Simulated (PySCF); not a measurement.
C7H7, SMILES [CH2]c1ccccc1, multiplicity 2.

Geometry: ωB97X-D3(BJ)/def2-SVP.

Level of theory: r2SCAN/def2-TZVP in PySCF.

Estimate the frontier levels, dipole moment and polarisability. (The exact figures need the calculation; the answer reports its results.)


```
Quantity                                                                                                         Value
---------------------------------------------------------------------------------------------  -----------------------
α spin, highest occupied and lowest empty level                                                     -4.80 and -1.04 eV
β spin, highest occupied and lowest empty level                                                     -6.43 and -2.76 eV
dipole moment                                                                                                   0.08 D
quadrupole, principal values (traceless, Buckingham form, about the centre of nuclear charge)    -9.07, 4.25, 4.83 D·Å
mean static polarisability                                                                       82.5 bohr³ (12.23 Å³)
polarisability, principal values                                                               45.0, 85.6, 117.0 bohr³
⟨S²⟩                                                                                           0.805 (pure state 0.75)
```
